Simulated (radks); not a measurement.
Values are calculated unless marked as measured or tabulated.
The mean radii <r> (bohr) of the occupied orbitals of an atom or ion are listed with their occupations. Level of theory: scalar-relativistic Kohn-Sham, LDA (Slater exchange, VWN5 correlation), spin-unpolarised, spherical densities, finite nucleus; Fermi nuclear charge, rms radius of each element as measured or else 0.836 A^(1/3) + 0.57 fm (a radial shooting solver on a logarithmic mesh with Libxc functionals).

| orbital | occ. | <r> |
|---|---|---|
| 1s | 2 | 0.02320 |
| 2s | 2 | 0.09905 |
| 2p | 6 | 0.08715 |
| 3s | 2 | 0.2607 |
| 3p | 6 | 0.2589 |
| 3d | 10 | 0.2362 |
| 4s | 2 | 0.5812 |
| 4p | 6 | 0.6097 |
| 4d | 10 | 0.6483 |
| 5s | 2 | 1.174 |

Name the element and its charge.

Answer. Z = 61, promethium, charge +13: Pm13+ in [Kr] 4d10 5s2. The 1s radius gives Z: for a bare nucleus <r> = (2 gamma + 1)/(2Z) with gamma = sqrt(1 - (Z/c)^2), 0.02288 bohr for Z = 61, and screening makes it slightly larger (0.02320 here). The occupations add up to 48, and the charge is Z minus that.
